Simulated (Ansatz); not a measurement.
The cluster Re3⁺. The state is a singlet with charge 1. Geometry PBE0-D4/def2-TZVP.

Cartesian coordinates in Å:
```
Re -0.1923 1.2482 0.2799
Re -0.6191 -0.5416 -0.9980
Re 0.8115 -0.7065 0.7181
```

In the def2 sets Re takes a core potential; there is no spin–orbit coupling. B3LYP takes the VWN-RPA correlation. HSE06 is defined as in plane-wave codes, on full-range PBE exchange. The restricted singlet is unstable towards broken spin symmetry at other levels; at PBE-D4/def2-SVP, B3LYP-D4/def2-TZVP, PBE0-D4/def2-SVP, HSE06-D4/def2-TZVP this wasn't settled. At r2SCAN-D4/def2-TZVP the restricted singlet is unstable: a solution with broken spin symmetry lies lower. At PBE0-D4/def2-TZVP a triplet of charge 1 lies 1.10 eV below the restricted singlet, each at its own geometry. The structure comes from a short search, and lower isomers may exist.

Question: Estimate the orbital energies around the gap (eV) in Ansatz with PBE-D4/def2-SVP, r2SCAN-D4/def2-TZVP, B3LYP-D4/def2-TZVP, PBE0-D4/def2-SVP, HSE06-D4/def2-TZVP.

Answer: 
```tsv
orbital	PBE-D4/def2-SVP	r2SCAN-D4/def2-TZVP	B3LYP-D4/def2-TZVP	PBE0-D4/def2-SVP	HSE06-D4/def2-TZVP
HOMO−5	-12.97	-12.89	-13.32	-13.61	-13.09
HOMO−4	-11.73	-11.69	-12.18	-12.42	-11.92
HOMO−3	-11.73	-11.69	-12.18	-12.42	-11.92
HOMO−2	-11.50	-11.46	-11.92	-12.16	-11.66
HOMO−1	-9.40	-9.41	-9.99	-10.17	-9.72
HOMO	-9.40	-9.41	-9.98	-10.17	-9.72
LUMO	-9.38	-9.09	-8.36	-8.16	-8.47
LUMO+1	-9.38	-9.09	-8.36	-8.15	-8.47
LUMO+2	-8.64	-8.31	-7.71	-7.44	-7.77
LUMO+3	-8.64	-8.31	-7.71	-7.41	-7.77
LUMO+4	-8.45	-8.27	-7.61	-7.41	-7.74
LUMO+5	-7.93	-7.70	-7.50	-7.08	-7.51
```
